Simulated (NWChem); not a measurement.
# CH$_{4}$F$_{2}$Si; SMILES FC[SiH2]F

```xyz
8

F      0.6460    -1.8124     0.2511
C     -0.1946    -1.0561    -0.5612
Si    -0.4577     0.6785     0.1623
F      0.9279     1.5489     0.0468
H      0.2347    -0.9953    -1.5887
H     -1.1826    -1.5683    -0.6565
H     -0.8274     0.5755     1.6107
H     -1.5206     1.3777    -0.6374
```
Atoms are numbered in this order, from 1.

All runs: NWChem. The geometry was optimised at PBE-D3(BJ)/def2-SVP. Level: PBE0/aug-cc-pVDZ; rows give the wavelength of the field.

| field | isotropic polarisability (bohr³) | anisotropy (bohr³) |
|---|---|---|
| static | 41.8 | 6.4 |
| 1065 nm | 42.1 | 6.6 |
| 589 nm | ? | 6.9 |
| 400 nm | 44.3 | 7.5 |

**Question.** Some entries are withheld; supply them.

**Answer.** 
- 589 nm, isotropic polarisability (bohr³): 42.9
